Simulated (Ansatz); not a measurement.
Stepwise reaction of `C[Si](S)(Cl)Cl` with ammonia, as a gas-phase model of exchange steps in deposition or etching. ΔE in kJ/mol.

Computed with Ansatz on PBE0-D4/def2-TZVP structures; ΔE is electronic, products minus reactants. CBS: MP2 limit from def2 TZ/QZ plus the TZ coupled-cluster correction, frozen cores. This one scheme is used for every species. Functionals use def2-TZVPP. B3LYP here is the variant with VWN-RPA as its local correlation; programs differ in this. One conformer a species, not always the lowest.

```
step                                        reaction  PBE-D4  B3LYP-D4  ωB97M-V  CCSD(T)/CBS
   1  `C[Si](S)(Cl)Cl` + NH₃ → `C[Si](N)(S)Cl` + HCl    37.6      32.9     33.5         33.3
```

Give the row of step 2, `C[Si](N)(S)Cl` + NH₃ → `C[Si](N)(N)S` + HCl. (Estimate.)

Computed: 
```csv
step,reaction,PBE-D4,B3LYP-D4,ωB97M-V,CCSD(T)/CBS
2,`C[Si](N)(S)Cl` + NH₃ → `C[Si](N)(N)S` + HCl,52.6,48.4,49.3,48.0
```

By hand: ΔE of the 2 steps together at CCSD(T)/CBS.

(33.3) + (48.0) = 81.3 kJ/mol, or 40.6 kJ/mol a step.

In ΔE each step is higher than the one before. All are uphill at CCSD(T)/CBS. PBE-D4 differs from CCSD(T)/CBS by 4.3 to 4.6 kJ/mol a step. Isolated molecules leave out the surface, adducts and barriers. Largest T1 diagnostic: 0.010.
